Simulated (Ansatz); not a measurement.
Ideal-gas functions of Br$_{2}$Cl$_{2}$Ti (`[Cl][Ti]([Cl])([Br])[Br]`) at 400 K and 1 bar, from an Ansatz frequency run at PBE0-D4/def2-TZVP.

Molar mass 278.58 g/mol, point group C2v (symmetry number 2), electronic degeneracy 1, moments of inertia 560.998, 791.496, 910.078 u Å². Harmonic wavenumbers (cm⁻¹, unscaled): 82, 94, 111, 113, 120, 297, 404, 479, 508.

Use S(trans) = R[1.5 ln M + 2.5 ln T − 1.1517]; rotational temperatures θ = 24.2544 K / I; S(rot) = R[ln(√π/σ · √(T³/θAθBθC)) + 1.5]; for each mode x = 1.438777 ν̃/T, S = R[x/(eˣ − 1) − ln(1 − e⁻ˣ)] and H = RT x/(eˣ − 1); 1 cm⁻¹ = 0.0119627 kJ/mol; R = 8.31446 J/(mol·K).

Problem. By hand: the entropy, in J/(mol·K).

Solution. Translation 185.2. Rotation: θ = 0.0432, 0.0306, 0.0267 K, giving 128.8. Vibration, mode by mode: 18.50, 17.37, 16.00, 15.86, 15.36, 8.15, 5.90, 4.75, 4.37, in all 106.3. Electronic 0.0. Sum 420.3 J/(mol·K).

Problem. By hand: H − E and G − E in kJ/mol, counted from the electronic energy.

Solution. Zero-point energy ½ × 2208 × 0.0119627 = 13.2; thermal vibration 19.5; translation, rotation and pV give 4 RT = 13.3. H − E = 46.0 kJ/mol, and G − E = 46.0 − 400 × 420.3/1000 = -122.1 kJ/mol.

Vibration gives 25 % of the entropy, 83.1 J/(mol·K) of it from the modes under 150 cm⁻¹: soft modes count most, and the harmonic formula is weakest for them.
